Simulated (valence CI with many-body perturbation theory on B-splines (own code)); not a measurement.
Results of a calculation; reference values are marked as such.
## Cu XXIV: what each term of the Hamiltonian does

Method: valence CI with perturbative core correlation (CI+MBPT): four valence electrons over a frozen Dirac-Fock core [He], radial functions for each j: 11 s, 11 p, 9 d, 7 f, 5 g, 2 h, 1 i, with the one-electron correlation potential Σ1, the two-electron term Σ2, the three-electron term Σ3, Breit, model QED; selected CI, second order for the rest (own B-spline code, finite nucleus).

No measured levels were compared; by estimate levels of excited configurations hold to 0.05 to 0.15 % of their energy, terms of the ground configuration to about 0.5 %. Among the levels kept, up to 280 cm⁻¹ of a level comes from second order outside the variational space, and about a tenth of that is noise between levels of different J, which matters for small intervals.

Each rung adds one term. CI alone is the Dirac-Coulomb CI over the frozen core; QED comes last and gives the full result, which names the levels. Energies are above 2s2 2p2 3P_0 on the same rung, in Ry.

Names give the largest LS component (configuration and term), which can be under half, so a name can repeat, a term be missing and a line seem to break the LS rules; names also repeat where a configuration has a term twice.

```csv
Level,CI alone
2s2 2p2 3P_1,1.240
2s2 2p2 3P_2,1.789
2s2 2p2 1D_2,3.496
2s2 2p2 1S_0,4.800
2s 2p3 5S°_2,5.954
2s 2p3 3D°_1,8.813
2s 2p3 3D°_2,8.918
2s 2p3 3D°_3,9.435
2s 2p3 3P°_0,10.547
2s 2p3 3P°_1,10.724
2s 2p3 3P°_2,11.035
2s 2p3 3S°_1,12.308
2s 2p3 1D°_2,12.965
2s 2p3 1P°_1,14.501
2p4 3P_2,18.237
2p4 3P_0,19.357
```

What do these energies become with core correlation, Breit and QED?

2s2 2p2 3P_1 1.203 (-0.0372); 2s2 2p2 3P_2 1.717 (-0.0727); 2s2 2p2 1D_2 3.404 (-0.0915); 2s2 2p2 1S_0 4.742 (-0.0580); 2s 2p3 5S°_2 5.855 (-0.0989); 2s 2p3 3D°_1 8.733 (-0.0796); 2s 2p3 3D°_2 8.825 (-0.0926); 2s 2p3 3D°_3 9.283 (-0.1516); 2s 2p3 3P°_0 10.461 (-0.0852); 2s 2p3 3P°_1 10.615 (-0.1090); 2s 2p3 3P°_2 10.901 (-0.1343); 2s 2p3 3S°_1 12.181 (-0.1271); 2s 2p3 1D°_2 12.809 (-0.1559); 2s 2p3 1P°_1 14.346 (-0.1547); 2p4 3P_2 18.074 (-0.1632); 2p4 3P_0 19.208 (-0.1496).

How does the ionisation energy move along the ladder, and which term matters most?

CI alone 2183.8, + Σ1 2184.1, + Σ2 2184.1, + Σ3 2184.0, + Breit 2182.5, + QED 2182.5 eV. The largest step is Breit, -1.6 eV. NIST lists 2179.4 ± 1.5 eV (semi-empirical).
